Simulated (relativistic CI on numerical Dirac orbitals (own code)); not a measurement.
## Charge states of gold

Method of calculation: Dirac-Coulomb-Breit CI, separate exchange-only KLI orbitals for each configuration, model QED, valence Slater integrals scaled by 0.9 (own radial code, finite nucleus).

Each species is treated in one configuration, given outside its closed core. Radial values are for the open shell of highest l, unscaled and averaged over j; ζ includes the Breit term. Labels give the leading LS character, summed over repeated terms.

```
  Ion  Configuration  Its lowest level  LS weight (%)  ⟨r⟩ (bohr)  ⟨r²⟩ (bohr²)  ζ (cm⁻¹)       Next level    E (cm⁻¹)
Au²⁴⁺       4d10 4f9          6H°_15/2             71      0.4312        0.2155     10190  J = 9/2 (mixed)       22832
Au²⁵⁺       4d10 4f8              7F_6             71      0.4248        0.2087     10550    J = 4 (mixed)       14219
Au²⁶⁺       4d10 4f7           8S°_7/2             74      0.4187        0.2023     10910  J = 7/2 (mixed)       54703
Au²⁷⁺       4d10 4f6     J = 0 (mixed)             44      0.4129        0.1962     11280             7F_1       16409
Au²⁸⁺       4d10 4f5           6H°_5/2             52      0.4072        0.1905     11660          6H°_7/2       20024
Au²⁹⁺       4d10 4f4              5I_4             71      0.4018        0.1851     12050             5I_5       25360
Au³⁰⁺       4d10 4f3           4I°_9/2             76      0.3965          0.18     12440         4I°_11/2       34241
Au³¹⁺       4d10 4f2              3H_4             85      0.3914        0.1751     12840             3F_2       23388
Au³²⁺        4d10 4f           2F°_5/2            100      0.3865        0.1705     13260          2F°_7/2       46568
Au³³⁺           4d10              1S_0            100                                                                 
Au³⁴⁺            4d9            2D_5/2            100      0.4005        0.1834     76610           2D_3/2      191920
Au³⁵⁺            4d8                 ?              ?           ?             ?         ?                ?           ?
Au³⁶⁺            4d7            4F_9/2             60      0.3946        0.1781     79330  J = 3/2 (mixed)       40458
Au³⁷⁺            4d6     J = 4 (mixed)             40      0.3917        0.1755     80710    J = 2 (mixed)       25046
Au³⁸⁺            4d5   J = 5/2 (mixed)             26      0.3889         0.173     82100  J = 5/2 (mixed)      159150
Au³⁹⁺            4d4              3P_0             60      0.3862        0.1705     83510             5D_1      176700
Au⁴⁰⁺            4d3   J = 3/2 (mixed)             46      0.3834        0.1681     84930           4F_5/2      182180
Au⁴¹⁺            4d2              3F_2             74      0.3807        0.1658     86360             3P_0       72319
Au⁴²⁺             4d            2D_3/2            100      0.3781        0.1635     87810           2D_5/2      220060
Au⁴³⁺   3d10 4s2 4p6              1S_0            100                                                                 
Au⁴⁴⁺   3d10 4s2 4p5           2P°_3/2            100      0.3752        0.1595    714200          2P°_1/2  1.0722e+06
Au⁴⁵⁺   3d10 4s2 4p4              3P_2             69      0.3732        0.1579    723300             1S_0       76304
Au⁴⁶⁺   3d10 4s2 4p3   J = 3/2 (mixed)             48      0.3713        0.1562    732500          4S°_3/2  1.0426e+06
Au⁴⁷⁺   3d10 4s2 4p2              3P_0             69      0.3694        0.1547    741700             3P_1  1.0652e+06
```

(1) Fill in the row of Au³⁵⁺.

## Answers

(1) Its lowest level 3F_4; LS weight (%) 87; ⟨r⟩ (bohr) 0.3975; ⟨r²⟩ (bohr²) 0.1807; ζ (cm⁻¹) 77970; Next level J = 2 (mixed); E (cm⁻¹) 28631.
